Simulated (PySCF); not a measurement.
# How methods differ on the excitation energy of S(2+)

S(2+) [Ne] 3s2 3p2 (3P) → S(2+) [Ne] 3s1 3p2 3d1 (high-spin determinant), as a difference of total energies. All numbers are calculated (PySCF 2.14, the non-relativistic Hamiltonian (point nucleus), in aug-cc-pwCVTZ). Correlated levels: nothing frozen. The calculations carry no spin-orbit coupling.

```json
{"method": "UHF", "excitation energy (cm⁻¹)": "177680"}
{"method": "MP2 (all electrons)", "excitation energy (cm⁻¹)": "188240"}
{"method": "SCS-MP2 (all electrons)", "excitation energy (cm⁻¹)": "192830"}
{"method": "CCSD (all electrons)", "excitation energy (cm⁻¹)": "184930"}
{"method": "CCSD(T) (all electrons)", "excitation energy (cm⁻¹)": "183200"}
```

A first-order spin-orbit estimate (lowest level to lowest level, LS coupling) adds 0.015 eV.

The promoted electron is Rydberg-like, and one or two diffuse shells describe it only roughly, which tends to raise the upper state.

The coupled-cluster amplitudes are large for the upper state (T1 above 0.03 or a double amplitude above 0.15), so a single reference is strained.

The determinant of the upper state mixes LS terms, which raises its energy above the lowest term, most at the Hartree-Fock and MP2 levels.
